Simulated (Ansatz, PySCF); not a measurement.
Molecule: sum formula HSO (charge 0, doublet). It need not be the lowest isomer of its formula. 
Structure (B3LYP-D3(BJ)/def2-TZVP (Ansatz, an electronic-structure program) minimum search):
SMILES: O[S]
```xyz
3

O     -0.0524     0.0068    -1.0363
S     -0.0259    -0.0170     0.6033
H      0.8344     0.2184    -1.3626
```
Charge 0, spin multiplicity 2.

Dipole moments at this geometry, in debye (magnitudes).

```csv
level,program,dipole (D)
PBE/def2-TZVPD,PySCF,1.69
BLYP/def2-TZVPD,Ansatz,1.67
TPSS/def2-TZVPD,PySCF,1.69
r2SCAN/def2-TZVPD,Ansatz,(withheld)
B97M-V/def2-TZVPD,Ansatz,1.67
PW6B95/def2-TZVPD,PySCF,1.63
MN15/def2-TZVPD,PySCF,1.63
LC-wPBE/def2-TZVPD,Ansatz,1.62
wB97X-V/def2-TZVPD,Ansatz,1.63
CCSD(T)/aug-cc-pV(D+d)Z,Ansatz,(withheld)
```

**Question.** What belongs in the gaps?

**Answer.** 
- r2SCAN/def2-TZVPD, dipole (D): 1.69
- CCSD(T)/aug-cc-pV(D+d)Z, dipole (D): 1.60
